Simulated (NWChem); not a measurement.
CH₄Se₂; SMILES [SeH]C[SeH]

```xyz
7

Se     0.1003    -0.0482    -1.6736
C     -0.8896     0.0932     0.0000
Se     0.1003    -0.0482     1.6736
H      0.7950     1.2379    -1.5130
H     -1.5789    -0.7628     0.0000
H     -1.4941     1.0081     0.0000
H      0.7950     1.2379     1.5130
```
Atoms are numbered in this order, from 1.

All runs: NWChem. The geometry was optimised at PBE0/def2-SVP. Total energies compare along this basis series because the functional is fixed.

```
level                     basis functions  energy (Ha)  highest occupied level (eV)  orbital gap (eV)  dipole (D)
------------------------  ---------------  -----------  ---------------------------  ----------------  ----------
Hartree-Fock/pcseg-1                   88   -4839.2245                        -9.06                 …           …
Hartree-Fock/aug-pcseg-1              131   -4839.2365                        -9.08              9.85        1.27
Hartree-Fock/pcseg-2                  172   -4839.9146                        -9.03             11.02        1.28
Hartree-Fock/STO-3G                    45   -4786.8245                        -7.00             15.57        1.86
Hartree-Fock/def2-SVP                  98   -4839.2410                        -8.96             11.97        1.32
```

**Question.** Some entries are withheld; supply them.

**Answer.** 
- Hartree-Fock/pcseg-1, orbital gap (eV): 11.79
- Hartree-Fock/pcseg-1, dipole (D): 1.41
